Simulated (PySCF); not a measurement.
Stepwise substitution at one centre (In F-Cl). All species are isolated molecules in the gas phase. Strings in code marks are SMILES.

The LUMO from two functionals at the same geometries (PBE0-D4/def2-TZVP), both in PySCF: PBE-D3(BJ)/def2-TZVP and B3LYP-D3(BJ)/def2-TZVP. B3LYP has the VWN-RPA correlation part, as in Gaussian. 

```csv
species,PBE-D3(BJ)/def2-TZVP (eV),B3LYP-D3(BJ)/def2-TZVP (eV)
0 of 3 F replaced by Cl (`[F][In]([F])[F]`),-4.36,-3.83
1 of 3 F replaced by Cl (`[F][In]([F])[Cl]`),-4.09,-3.55
2 of 3 F replaced by Cl (`[F][In]([Cl])[Cl]`),-3.90,-3.34
3 of 3 F replaced by Cl (`[Cl][In]([Cl])[Cl]`),-3.76,-3.19
```

Over these rows, drawn at random from the members with no instability flagged (it was tested for open shells, ions and some series alone), PBE minus B3LYP-D3(BJ): mean -0.55 eV, from -0.56 eV to -0.53 eV.
